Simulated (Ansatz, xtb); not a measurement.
**Two structures of C2H9GaS**

We compare X, a singlet given by its coordinates, with Y, a singlet given by its coordinates. Both are isolated molecules in the gas phase, relaxed with PBE0-D4/def2-SVP.

X (Å):

```xyz
13

C     1.6361   -0.3850   -1.3879
C     0.6289   -1.0836   -0.4756
Ga   -1.2559   -0.8449   -1.0831
S    -2.4254   -2.2546    0.8187
H     1.4573    0.7018   -1.4392
H     1.5860   -0.7665   -2.4212
H     2.6772   -0.5212   -1.0477
H     0.7262   -0.6974    0.5546
H     0.8558   -2.1635   -0.4259
H    -2.0106    0.5021   -0.7409
H    -1.7990   -1.7367   -2.2710
H    -1.7543   -1.7186    1.8620
H    -1.6068   -3.3283    0.7601
```

Close contacts (Å): C1–C2 1.53, C2–Ga3 1.99, Ga3–S4 2.64, C1–H5 1.10, C1–H6 1.10, C1–H7 1.10, C2–H8 1.10, C2–H9 1.10, Ga3–H10 1.58, Ga3–H11 1.58, S4–H12 1.35, S4–H13 1.35.

Y (Å):

```xyz
13

C     1.3146   -0.1533    0.6458
C    -1.8109   -0.1519   -0.7366
Ga    0.0517   -0.8393   -0.7241
S    -0.5201   -3.1585    0.5599
H     0.8211    0.0228    1.6154
H     2.1713   -0.8275    0.8034
H     1.7272    0.8143    0.3137
H     0.6297   -1.5169   -2.0304
H    -2.5052   -0.8270   -1.2615
H    -1.8425    0.8143   -1.2680
H    -2.1946    0.0274    0.2809
H     0.0649   -2.8173    1.7289
H    -1.7442   -2.7788    0.9869
```

Close contacts (Å): C1–Ga3 1.99, C2–Ga3 1.99, Ga3–S4 2.71, C1–H5 1.10, C1–H6 1.10, C1–H7 1.10, C2–H9 1.10, C2–H10 1.10, C2–H11 1.10, Ga3–H8 1.58, S4–H12 1.35, S4–H13 1.35.

Estimate which is lower in electronic energy at CCSD(T)/def2-SVP + ΔMP2/def2-TZVPP, and by roughly how much.

The CCSD(T)/def2-SVP + ΔMP2/def2-TZVPP calculation puts structure Y lower, by 45.1 kJ/mol.

The same difference at several levels:

| level | geometry | E(Y) − E(X) (kJ/mol) | departure from the last row (kJ/mol) | job, with rough time for the two |
| --- | --- | --- | --- | --- |
| GFN2-xTB | GFN2-xTB | +9.0 | +54.1 | optimisation, 0.17 s |
| HF/STO-3G | GFN2-xTB | −17.6 | +27.5 | single point, 0.56 s |
| r2SCAN-D4/def2-SVP | GFN2-xTB | −36.8 | +8.3 | single point, 5.9 s |
| PBE0-D4/def2-SVP | PBE0-D4/def2-SVP | −34.6 | +10.6 | optimisation, 96 s |
| HF/def2-SVP | PBE0-D4/def2-SVP | −33.4 | +11.8 | part of the CCSD(T) run |
| MP2/def2-SVP | PBE0-D4/def2-SVP | −36.3 | +8.9 | part of the CCSD(T) run |
| CCSD(T)/def2-SVP | PBE0-D4/def2-SVP | −32.3 | +12.8 | single point |
| CCSD(T)/def2-SVP + ΔMP2/def2-TZVPP | PBE0-D4/def2-SVP | −45.1 |  | single point, 60 s |

GFN2-xTB puts the two in the other order. The largest departure from CCSD(T)/def2-SVP + ΔMP2/def2-TZVPP is that of GFN2-xTB, 54.1 kJ/mol. The last row adds to CCSD(T) the change of the MP2 difference between the two basis sets, here −12.8 kJ/mol, a large step that makes the value less sure.

With thermal terms from frequencies at re-optimised GFN2-xTB minima (ideal gas, soft modes damped towards free rotors, one conformer each, 298.15 K, 1 atm): the zero-point term adds −1.1 kJ/mol; ΔH is −44.0 and ΔG −48.9 kJ/mol.

The correlated steps freeze 16 core orbitals; the filled d shell of Ga is correlated, in a basis made for valence electrons. Programs: Ansatz 0.2.0, xtb 6.7.1; the last row on 2 threads of Arm Neoverse V2 on a shared host.
